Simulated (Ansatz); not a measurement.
`Cl[SiH](Cl)[GeH3]` → `[GeH3]`• + `Cl[SiH]Cl`• at 400 K and 1 bar (homolysis of the Ge–Si bond).

Isolated molecules relaxed with PBE0-D4/def2-TZVP in Ansatz; ΔE leaves out vibrations. CCSD(T)/CBS is the MP2 limit (def2-TZVPP, def2-QZVPP) plus CCSD(T) − MP2 in def2-TZVPP, frozen cores. No spin–orbit coupling; open shells (•) take unrestricted orbitals. For Ge outer-core shells are correlated without core-valence functions, which leaves a few kJ/mol of doubt a bond. Scalar relativity is left out up to krypton.

```tsv
species	CCSD(T)/CBS energy (Eh)	H − E (kJ/mol)	S (J/(mol·K))
`Cl[SiH](Cl)[GeH3]`	-3287.25008	127.0	402.0
`[GeH3]`•	-2077.84911	67.8	242.7
`Cl[SiH]Cl`•	-1209.27657	48.4	314.5
```

H − E and S are ideal-gas, rigid-rotor, harmonic terms from PBE0-D4/def2-TZVP, with the whole ground term of open shells counted as degenerate. 1 Eh = 2625.50 kJ/mol, R = 8.31446 J/(mol·K).

By hand: ΔE, ΔH, ΔS and ΔG.

ΔE = (-2077.84911) + (-1209.27657) − (-3287.25008) = 0.12440 Eh = 326.6 kJ/mol. Δ(H − E) = 67.8 + 48.4 − 127.0 = -10.8, so ΔH = 315.8 kJ/mol. ΔS = 242.7 + 314.5 − 402.0 = 155.2 J/(mol·K). ΔG = 315.8 − 400 × (155.2)/1000 = 253.7 kJ/mol.

By hand: the equilibrium constant, and the temperature at which ΔG would vanish if ΔH and ΔS stayed fixed.

log₁₀ K = −ΔG/(RT ln 10) = -33.1. ΔG = 0 at ΔH/ΔS = 2035 K.

The number of gas molecules changes by +1, which sets the sign of ΔS. A doubt of 5 kJ/mol in ΔE shifts log₁₀ K by 0.7 here. These are equilibria of isolated gas molecules and say nothing of rates. Largest T1 diagnostic: 0.012 (customary marks: 0.02 for closed shells, 0.045 for open ones).
